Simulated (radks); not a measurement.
Results of a calculation; reference values are marked as such.
Q: The manganese ion Mn+, [Ar] 3d5 4s1. Level of theory: non-relativistic Kohn-Sham, PBE, spin-polarised, spherical densities, point nucleus (a radial shooting solver on a logarithmic mesh with Libxc functionals). Every spin shell is full or empty, so the densities are truly spherical. Functionals are evaluated on that one density, not self-consistently. Rank these exchange functionals by their error against the exact value of the orbitals, and give that value: LDA, PBE, PW91, WC, AM05, EV93, TPSS, r2SCAN.

A: Exact: -50.7862 hartree. From best to worst, with 100 (|E| - |E exact|)/|E exact| (equal figures are ties): r2SCAN +0.13, PW91 +0.14, TPSS +0.24, PBE -0.29, EV93 +0.65, WC -1.05, AM05 -5.77, LDA -6.44.
